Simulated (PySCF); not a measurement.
# Correlation energy of Ni (nickel, neutral)

[Ar] 3d8 4s1 4p1, one real determinant (an excited configuration). Calculation: PySCF 2.14, in aug-cc-pwCVTZ-DK (10s9p7d4f3g, 127 functions); the spin-free X2C one-electron Hamiltonian (Gaussian nucleus). Frozen: [Ne]; 18 electrons correlated.

MP2 pair energies summed by pair of shells (mhartree):

```json
{"pair": "3d-3d", "energy": "-287.60", "share (%)": "37.4"}
{"pair": "3p-3d", "energy": "-265.05", "share (%)": "34.4"}
{"pair": "3p-3p", "energy": "-74.41", "share (%)": "9.7"}
{"pair": "3s-3d", "energy": "-56.36", "share (%)": "7.3"}
{"pair": "3s-3p", "energy": "-38.90", "share (%)": "5.1"}
{"pair": "3d-4s", "energy": "-21.24", "share (%)": "2.8"}
{"pair": "3d-4p", "energy": "-10.07", "share (%)": "1.3"}
{"pair": "3s-3s", "energy": "-5.52", "share (%)": "0.7"}
{"pair": "3p-4s", "energy": "-5.34", "share (%)": "0.7"}
{"pair": "4s-4p", "energy": "-2.24", "share (%)": "0.3"}
{"pair": "3p-4p", "energy": "-2.02", "share (%)": "0.3"}
{"pair": "3s-4s", "energy": "-0.61", "share (%)": "0.1"}
{"pair": "3s-4p", "energy": "-0.26", "share (%)": "0.0"}
```

Total MP2 correlation energy: -769.61 mhartree.

Same-spin part -251.76 and opposite-spin part -517.85 mhartree; SCS-MP2 scales them by 1/3 and 6/5 to -705.34 mhartree.

The reference is one real determinant that mixes LS terms of this configuration.
